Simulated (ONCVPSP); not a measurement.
## Logarithmic derivatives: tantalum, ONCV

- Element: tantalum
- Generator: ONCVPSP 4.0.1
- Type: optimised norm-conserving Vanderbilt (ONCV)
- Functional: LDA (Perdew-Zunger)
- Relativity: scalar-relativistic
- Frozen core: [Kr] 4d10 4f14
- Valence charge: 13
- Reference configuration: 5s2 5p6 5d3 6s1 6p1
- Partial waves: 5s+6s: rc 1.80 bohr, ncon 4, nbas 7, qcut 6.5 1/bohr, 2 projectors; 5p+6p: rc 1.95 bohr, ncon 4, nbas 7, qcut 7.7 1/bohr, 2 projectors; 5d: rc 3.10 bohr, ncon 5, nbas 9, qcut 4.3 1/bohr, 2 projectors, debl 1.1 Ha
- Local potential: polynomial inside 1.25 bohr (lpopt 2, dvloc0 0 Ha)
- Core correction: none

The phase is arctan(r·R′/R) of the radial function R(r), unwrapped; energies in Ha, scanned from -4 to 5 Ha. A pole is an energy at which the radial function vanishes at the test radius. The pseudo phase is shifted by a multiple of π to meet the all-electron one at the reference energy, and phase errors are pseudo minus all-electron; the curves can meet again beyond the range given. Levels narrower than the energy grid can be missing from the lists of poles.

| channel | radius (bohr) | reference energy (Ha) | poles, all-electron | poles, pseudo | unbroken range about the reference energy with phases within 0.05 rad | phase error 1 Ha above the reference energy (rad) |
| --- | --- | --- | --- | --- | --- | --- |
| s | 1.83 | -0.24 | -2.42 | -2.42 | the whole range | -0.001 |
| p | 1.98 | -0.08 | -1.10 | -1.10 | the whole range | -0.000 |
| d | 3.14 | -0.19 | -0.03, 2.07 | -0.03, 2.11 | below 2.9 | +0.000 |

Phases in the p channel:

```tsv
E (Ha)	all-electron	pseudo
-3.98	1.298	1.298
-3.74	1.280	1.280
-3.50	1.256	1.256
-3.26	1.226	1.226
-3.02	1.186	1.186
-2.78	1.127	1.127
-2.54	1.031	1.031
-2.30	0.845	0.845
-2.06	0.385	0.385
-1.82	-0.595	-0.595
-1.58	-1.210	-1.210
-1.34	-1.450	-1.450
-1.10	-1.572	-1.572
-0.86	-1.652	-1.652
-0.62	-1.715	-1.715
-0.38	-1.771	-1.771
-0.14	-1.829	-1.829
0.10	-1.895	-1.895
0.34	-1.976	-1.976
0.58	-2.087	-2.087
0.82	-2.252	-2.252
1.06	-2.515	-2.516
1.30	-2.930	-2.932
1.54	-3.440	-3.442
1.78	-3.848	-3.850
2.02	-4.104	-4.106
2.26	-4.261	-4.263
2.50	-4.365	-4.366
2.74	-4.437	-4.439
2.98	-4.490	-4.492
3.22	-4.532	-4.534
3.46	-4.565	-4.567
3.70	-4.592	-4.594
3.94	-4.615	-4.618
4.18	-4.636	-4.638
4.42	-4.654	-4.657
4.66	-4.670	-4.673
4.90	-4.685	-4.689
```
